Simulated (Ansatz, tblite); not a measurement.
Cost and result up the ladder for TaO₂⁻ (the lowest singlet isomer of a short search) (3 atoms). Total charge -1; singlet. Geometry: PBE-D4/def2-TZVPD.

Cartesian coordinates in Å:
```
Ta 0.057 0.454 0.527
O 0.301 -1.289 0.615
O -0.359 0.835 -1.143
```

Ansatz on 4 threads of Arm Neoverse V1 on a shared host; xTB runs through tblite on one thread. Times are rough, summed over both states, and most runs start from the orbitals of an earlier one. PBE0-D4/def2-TZVPD serves as the yardstick here, not as an exact answer. The other state is a quintet at its own geometry.

In the def2 sets Ta takes a core potential; there is no spin–orbit coupling. The xTB rows come from tblite. At PBE0-D4/def2-TZVPD a broken-symmetry singlet of charge -1 lies 3.79 eV below the quintet, each at its own geometry. The structure comes from a short search, and lower isomers may exist.

Run but left out: HF/def2-TZVPD, HF/def2-TZVPPD, r2SCAN-D4/def2-TZVPD, B2PLYP/def2-TZVPD, MP2/def2-TZVPD, MP2/def2-TZVPPD, CCSD/def2-TZVPPD, CCSD(T)/def2-TZVPPD (singlet: restricted singlet, unstable towards broken spin symmetry); revPBE-D4/def2-TZVPD, B3LYP-D4/def2-TZVPD, r2SCAN0-D4/def2-TZVPD, LC-ωPBE/def2-TZVPD, RPA@PBE/def2-TZVPD (singlet: restricted singlet, unstable towards broken spin symmetry at other levels and untested here).

xTB has no spin-polarisation term.

| level | functions | quintet − singlet (eV) | difference from PBE0-D4/def2-TZVPD (eV) | remarks |
| --- | --- | --- | --- | --- |
| PBE-D4/def2-TZVPD | 123 | 3.86 | 0.08 | HOMO above zero (quintet), HOMO above zero (singlet) |
| GFN1-xTB | 17 | 3.60 | -0.17 | – |
| GFN2-xTB | 17 | 3.48 | -0.29 | – |
| PBE0-D4/def2-TZVPD (with forces) | 123 | 3.78 | 0.00 | HOMO above zero (quintet) |

Q: Estimate how long each takes.

A: GFN1-xTB 0.004 s; GFN2-xTB 0.004 s; PBE-D4/def2-TZVPD 2.3 s; PBE0-D4/def2-TZVPD (with forces) 5.1 s. On shared hardware such times vary by a factor of up to 3.
